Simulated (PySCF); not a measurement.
**Si+: fine-structure interval**

Si+ [Ne] 3s2 3p1 [3p1/2^1, M_J = 1/2] → Si+ [Ne] 3s2 3p1 [3p3/2^1, M_J = 3/2], as a difference of total energies. Computed with PySCF 2.14 in an even-tempered Gaussian basis (22 s from 0.026 bohr⁻², ratio 2.4; 15 p from 0.034 bohr⁻², ratio 2.4; 6 d from 0.41 bohr⁻², ratio 2.6; 5 f from 0.61 bohr⁻², ratio 2.6), with the two-component X2C-1e Hamiltonian. Correlated levels: 1s2 frozen; the 52 highest virtual spinors dropped. "Screened" scales the spin-orbit matrix elements by Boettger's factors to mimic the two-electron term; Breit and QED terms are absent.

| method | fine-structure interval (cm⁻¹) | error (cm⁻¹) |
| --- | --- | --- |
| GHF (screened spin-orbit) | 1247.7 | +960.5 |
| GMP2 (screened spin-orbit) | 232.88 | -54.4 |
| GHF (bare spin-orbit) | 1297.4 | +1010.1 |

Reference: 287.24 cm⁻¹ (measured; NIST Handbook of Basic Atomic Spectroscopic Data (Sansonetti and Martin, J. Phys. Chem. Ref. Data 34, 1559 (2005))).

GHF and GMP2 differ strongly here because the two determinants are spin-polarised to different degrees; the interval is a small difference of such terms.
